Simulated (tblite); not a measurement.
Isomers of C7H7S (doublet state). Calculated harmonic vibrations of the isolated species, GFN2-xTB (tblite), most abundant isotopes, no scaling. The method is semi-empirical: single wavenumbers can be off by several per cent or more. Modes of hydrogen on sulfur can be 10 to 20 % off. One conformer each. Open shells enter through the occupations alone, without spin polarisation, and single modes of such species can be off by tens of per cent.

Electronic energies: GFN2-xTB at the same geometries; isomer energies are rough at this level and their order can be wrong.

```
                   SMILES  electronic energy, lowest = 0 (kcal/mol)
             CSc1[c]cccc1                                      18.8
S[C@@H]1C[C@@]12[C]=CC=C2                                      52.8
        [CH2]c1ccc(C=C)s1                                       0.0
         S[C]1CC12C=CC=C2                                      30.9
      C#CC1=[C]SC[C@@H]1C                                      56.3
    [S][C@@H]1CC12C=CC=C2                                       5.2
```

How do GFN2-xTB zero-point energies change the relative energies?

```json
{"SMILES": "[CH2]c1ccc(C=C)s1", "ZPE (kcal/mol)": "69.9", "of it from modes above 1550 cm⁻¹": "35.7", "electronic (kcal/mol)": "0.0", "with ZPE, lowest = 0 (kcal/mol)": "0.0", "lowest mode (cm⁻¹)": "90", "rings": "1"}
{"SMILES": "[S][C@@H]1CC12C=CC=C2", "ZPE (kcal/mol)": "71.6", "of it from modes above 1550 cm⁻¹": "33.4", "electronic (kcal/mol)": "5.2", "with ZPE, lowest = 0 (kcal/mol)": "7.0", "lowest mode (cm⁻¹)": "96", "rings": "2"}
{"SMILES": "CSc1[c]cccc1", "ZPE (kcal/mol)": "70.4", "of it from modes above 1550 cm⁻¹": "32.9", "electronic (kcal/mol)": "18.8", "with ZPE, lowest = 0 (kcal/mol)": "19.3", "lowest mode (cm⁻¹)": "48", "rings": "1"}
{"SMILES": "S[C]1CC12C=CC=C2", "ZPE (kcal/mol)": "69.3", "of it from modes above 1550 cm⁻¹": "32.3", "electronic (kcal/mol)": "30.9", "with ZPE, lowest = 0 (kcal/mol)": "30.3", "lowest mode (cm⁻¹)": "98", "rings": "2"}
{"SMILES": "S[C@@H]1C[C@@]12[C]=CC=C2", "ZPE (kcal/mol)": "69.2", "of it from modes above 1550 cm⁻¹": "32.5", "electronic (kcal/mol)": "52.8", "with ZPE, lowest = 0 (kcal/mol)": "52.0", "lowest mode (cm⁻¹)": "98", "rings": "2"}
{"SMILES": "C#CC1=[C]SC[C@@H]1C", "ZPE (kcal/mol)": "69.9", "of it from modes above 1550 cm⁻¹": "33.8", "electronic (kcal/mol)": "56.3", "with ZPE, lowest = 0 (kcal/mol)": "56.3", "lowest mode (cm⁻¹)": "83", "rings": "1"}
```

The zero-point energies span 2.4 kcal/mol, from `S[C@@H]1C[C@@]12[C]=CC=C2` to `[S][C@@H]1CC12C=CC=C2`. The order is unchanged.

What do entropy and thermal enthalpy add at 298.15 K and 1 bar (rigid rotor, harmonic oscillator, one conformer each)?

```json
{"SMILES": "[CH2]c1ccc(C=C)s1", "point group": "Cs", "symmetry number": "1", "S (cal/(mol K))": "88.1", "H − H(0) (kcal/mol)": "5.56", "ZPE + H − H(0) − TS (kcal/mol)": "49.2"}
{"SMILES": "[S][C@@H]1CC12C=CC=C2", "point group": "C1", "symmetry number": "1", "S (cal/(mol K))": "85.3", "H − H(0) (kcal/mol)": "5.05", "ZPE + H − H(0) − TS (kcal/mol)": "51.2"}
{"SMILES": "CSc1[c]cccc1", "point group": "Cs", "symmetry number": "1", "S (cal/(mol K))": "91.1", "H − H(0) (kcal/mol)": "5.70", "ZPE + H − H(0) − TS (kcal/mol)": "48.9"}
{"SMILES": "S[C]1CC12C=CC=C2", "point group": "C1", "symmetry number": "1", "S (cal/(mol K))": "87.1", "H − H(0) (kcal/mol)": "5.34", "ZPE + H − H(0) − TS (kcal/mol)": "48.6"}
{"SMILES": "S[C@@H]1C[C@@]12[C]=CC=C2", "point group": "C1", "symmetry number": "1", "S (cal/(mol K))": "88.0", "H − H(0) (kcal/mol)": "5.46", "ZPE + H − H(0) − TS (kcal/mol)": "48.4"}
{"SMILES": "C#CC1=[C]SC[C@@H]1C", "point group": "C1", "symmetry number": "1", "S (cal/(mol K))": "91.4", "H − H(0) (kcal/mol)": "5.96", "ZPE + H − H(0) − TS (kcal/mol)": "48.6"}
```

S holds R ln(2S + 1) for the spin.
